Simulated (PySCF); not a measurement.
Effect of structural changes

Method: TDDFT BHandHLYP/def2-SVPD circular dichroism and optical rotation, one conformer, gas phase (PySCF). Geometry: GFN2-xTB.

Each molecule in one low-energy conformer. The parent is CO[C@@H]1C[C@H]1C#N.

The molecule is flexible and this is one conformer; a measurement averages over conformers.

Q: How does the specific rotation at 589.3 nm (origin-invariant length gauge) change along this series?
- CO[C@@H]1C[C@H]1C#N (base)
- CO[C@@H]1C[C@@H]1C#N (diastereomer)

A: 
```tsv
molecule	[α]589 (deg dm⁻¹ (g/mL)⁻¹)	S1 (eV)	R(S1), velocity form (10⁻⁴⁰ esu² cm²)
CO[C@@H]1C[C@H]1C#N	+14.8	7.12	+0.8
CO[C@@H]1C[C@@H]1C#N	+339.0	7.07	+6.2
```
The specific rotation at 589.3 nm (origin-invariant length gauge) is lowest for CO[C@@H]1C[C@H]1C#N and highest for CO[C@@H]1C[C@@H]1C#N.
